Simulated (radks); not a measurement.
Species: Tb XXXV. Configuration: [Ar] 3d10 4s2 4p1 (the NIST ground configuration). Calculated with a radial shooting solver on a logarithmic mesh with Libxc functionals: Dirac Kohn-Sham, BLYP, spin-unpolarised, spherical densities, finite nucleus; open shells fill j = l - 1/2 first; Fermi nuclear charge, rms radius 5.06 fm. Some entries of the table are withheld. Estimate them.

| orbital | occ. | eigenvalue (hartree) | <1/r> (bohr^-1) | r(max) (bohr) |
|---|---|---|---|---|
| 1s1/2 | 2 | -1954.477 | 73.10 | 0.01364 |
| 2s1/2 | 2 | -365.3447 | 17.51 | 0.07760 |
| 2p1/2 | 2 | -349.9398 | (1) | 0.05852 |
| 2p3/2 | 4 | -322.3923 | (2) | 0.06443 |
| 3s1/2 | 2 | -117.3744 | (3) | 0.2182 |
| 3p1/2 | 2 | (4) | 6.407 | 0.2053 |
| 3p3/2 | 4 | (5) | 5.876 | 0.2174 |
| 3d3/2 | 4 | -93.61555 | 5.757 | 0.1717 |
| 3d5/2 | 6 | -92.30848 | 5.625 | 0.1751 |
| 4s1/2 | 2 | -55.04717 | (6) | 0.4697 |
| 4p1/2 | 1 | (7) | 3.043 | (8) |
| 4p3/2 | 0 | (9) | 2.870 | (10) |

Answer. 
(1) 2p1/2 <1/r> (bohr^-1): 17.48
(2) 2p3/2 <1/r> (bohr^-1): 15.38
(3) 3s1/2 <1/r> (bohr^-1): 6.488
(4) 3p1/2 eigenvalue (hartree): -110.7471
(5) 3p3/2 eigenvalue (hartree): -104.8529
(6) 4s1/2 <1/r> (bohr^-1): 3.107
(7) 4p1/2 eigenvalue (hartree): -52.29418
(8) 4p1/2 r(max) (bohr): 0.4667
(9) 4p3/2 eigenvalue (hartree): -50.43465
(10) 4p3/2 r(max) (bohr): 0.4860
